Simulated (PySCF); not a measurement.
GaF2Br, SMILES [Br][Ga]([F])[F]. Atoms are numbered in the order given.

```xyz
4

Ga     0.0000     0.0000    -0.7376
F      0.0000    -1.4720    -1.6531
F      0.0000     1.4720    -1.6531
Br     0.0000     0.0000     1.5035
```

Coordinates come from a PBE0-D3(BJ)/def2-SVP optimisation. The structure was generated by enumeration; whether it is a known compound was not checked.

Calculation: TDDFT-ωB97X/def2-SVPD (PySCF).

Vertical excitations. Gas-phase values at a fixed geometry. State labels are in the subgroup C2v.

Computed UV-visible absorptions:
```json
[
 {"state": "S1", "symmetry": "B2", "energy (eV)": "6.03", "λ (nm)": "206", "f": "0.019", "main pairs": "HOMO→LUMO 94 %"},
 {"state": "S2", "symmetry": "B1", "energy (eV)": "6.14", "λ (nm)": "202", "f": "0.020", "main pairs": "HOMO−1→LUMO 95 %"},
 {"state": "S3", "symmetry": "A2", "energy (eV)": "7.13", "λ (nm)": "174", "f": "0.000", "main pairs": "HOMO→LUMO+1 98 %"},
 {"state": "S4", "symmetry": "A1", "energy (eV)": "7.39", "λ (nm)": "168", "f": "0.004", "main pairs": "HOMO−1→LUMO+1 67 %, HOMO−2→LUMO 30 %"},
 {"state": "S5", "symmetry": "B2", "energy (eV)": "8.07", "λ (nm)": "154", "f": "0.022", "main pairs": "HOMO−3→LUMO 90 %"},
 {"state": "S6", "symmetry": "A2", "energy (eV)": "8.14", "λ (nm)": "152", "f": "0.000", "main pairs": "HOMO−4→LUMO 93 %"},
 {"state": "S7", "symmetry": "A1", "energy (eV)": "8.16", "λ (nm)": "152", "f": "0.358", "main pairs": "HOMO−2→LUMO 50 %, HOMO−1→LUMO+1 23 %, HOMO−6→LUMO 16 %"},
 {"state": "S8", "symmetry": "B1", "energy (eV)": "8.53", "λ (nm)": "145", "f": "0.002", "main pairs": "HOMO−2→LUMO+1 93 %"},
 {"state": "S9", "symmetry": "B1", "energy (eV)": "8.77", "λ (nm)": "141", "f": "0.068", "main pairs": "HOMO−5→LUMO 88 %"},
 {"state": "S10", "symmetry": "A1", "energy (eV)": "9.05", "λ (nm)": "137", "f": "0.091", "main pairs": "HOMO−6→LUMO 68 %"},
 {"state": "T1", "symmetry": "B2", "energy (eV)": "5.60", "λ (nm)": "221", "f": "0", "main pairs": "HOMO→LUMO 92 %"},
 {"state": "T2", "symmetry": "B1", "energy (eV)": "5.75", "λ (nm)": "215", "f": "0", "main pairs": "HOMO−1→LUMO 92 %"},
 {"state": "T3", "symmetry": "A1", "energy (eV)": "6.80", "λ (nm)": "182", "f": "0", "main pairs": "HOMO−2→LUMO 78 %, HOMO−1→LUMO+1 14 %"},
 {"state": "T4", "symmetry": "A2", "energy (eV)": "7.03", "λ (nm)": "176", "f": "0", "main pairs": "HOMO→LUMO+1 97 %"}
]
```
Triplets are in the Tamm–Dancoff approximation, which puts them higher than full response would, so one can lie above its singlet here.
